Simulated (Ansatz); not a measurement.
`C[O][SnH2][NH2]` + HBr → `[NH2][SnH2][Br]` + CH₃OH at 400 K and 1 bar (ligand exchange at the Sn–O bond).

Calculated with Ansatz (gas phase, PBE0-D4/def2-TZVP geometries, no zero-point term in ΔE). CBS: MP2 limit from def2 TZ/QZ plus the TZ coupled-cluster correction, frozen cores. This one scheme is used for every species. Elements past krypton have def2 core potentials. For Br, Sn outer-core shells are correlated without core-valence functions, which leaves a few kJ/mol of doubt a bond. Scalar relativity is left out up to krypton. Each species was taken in one conformer, which may not be the lowest.

```json
{"species": "`C[O][SnH2][NH2]`", "CCSD(T)/CBS energy (Eh)": "-386.16145", "H − E (kJ/mol)": "245.7", "S (J/(mol·K))": "397.3"}
{"species": "HBr", "CCSD(T)/CBS energy (Eh)": "-2573.91920", "H − E (kJ/mol)": "27.6", "S (J/(mol·K))": "207.2"}
{"species": "`[NH2][SnH2][Br]`", "CCSD(T)/CBS energy (Eh)": "-2844.49555", "H − E (kJ/mol)": "131.6", "S (J/(mol·K))": "370.1"}
{"species": "CH₃OH", "CCSD(T)/CBS energy (Eh)": "-115.61712", "H − E (kJ/mol)": "151.2", "S (J/(mol·K))": "252.6"}
```

H − E and S are ideal-gas, rigid-rotor, harmonic terms from PBE0-D4/def2-TZVP, for one conformer and one mirror image of each species. 1 Eh = 2625.50 kJ/mol, R = 8.31446 J/(mol·K).

**Question.** By hand: ΔE, ΔH, ΔS and ΔG.

**Answer.** ΔE = (-2844.49555) + (-115.61712) − (-386.16145) − (-2573.91920) = -0.03202 Eh = -84.1 kJ/mol. Δ(H − E) = 131.6 + 151.2 − 245.7 − 27.6 = 9.5, so ΔH = -74.6 kJ/mol. ΔS = 370.1 + 252.6 − 397.3 − 207.2 = 18.2 J/(mol·K). ΔG = -74.6 − 400 × (18.2)/1000 = -81.9 kJ/mol.

**Question.** By hand: the equilibrium constant, and the temperature at which ΔG would vanish if ΔH and ΔS stayed fixed.

**Answer.** log₁₀ K = −ΔG/(RT ln 10) = 10.7. ΔH and −TΔS have one sign here, so there is no such temperature.

ΔH outweighs TΔS. A doubt of 5 kJ/mol in ΔE shifts log₁₀ K by 0.7 here. Other conformers and mirror images would add mixing entropy, several J/(mol·K) or more a flexible species. These are equilibria of isolated gas molecules and say nothing of rates. Largest T1 diagnostic: 0.013 (customary marks: 0.02 for closed shells, 0.045 for open ones).
